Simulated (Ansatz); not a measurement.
Reaction (hydrogenolysis of a B–In bond): `[InH2][BH][TeH]` + H₂ → `B[TeH]` + `[InH3]`

Computed with Ansatz on PBE0-D4/def2-TZVP structures; ΔE is electronic, products minus reactants. CBS: MP2 limit from def2 TZ/QZ plus the TZ coupled-cluster correction, frozen cores. This one scheme is used for every species. DFT in def2-TZVPP. HSE06 is defined as in plane-wave codes. def2 core potentials past Kr. For In, Te outer-core shells are correlated without core-valence functions, which leaves a few kJ/mol of doubt a bond.

| level | ΔE (eV) |
| --- | --- |
| BHLYP-D4 | -0.23 |
| ωB97X-V | -0.21 |
| PBE-QIDH | -0.14 |
| r2SCAN | -0.12 |
| HSE06 | -0.17 |
| HF/def2-QZVPP | -0.50 |
| MP2/def2-QZVPP | -0.01 |
| HF/CBS(def2) | -0.50 |

(1) What does CCSD(T)/CBS give? (Best estimate.)

Largest T1 diagnostic among the species: 0.016.

## Answers

(1) Ansatz gave: -0.06 eV. The listed levels differ from it by -0.17, -0.15, -0.08, -0.06, -0.11, -0.44, 0.05, -0.44 eV.

Leaving LDA and LC-ωPBE aside and taking each functional with its dispersion term where it has one, the values, not all of them listed here, spread over 0.21 eV, from B97M-V to revPBE-D4. From BLYP to BHLYP (50 % exact exchange), in def2-TZVPP and without D4, ΔE moves by −0.12 eV. In def2-TZVPP, CCSD(T) changes the Hartree–Fock value by +0.38 eV (the triples alone add +0.07 eV) and MP2 by +0.45 eV.
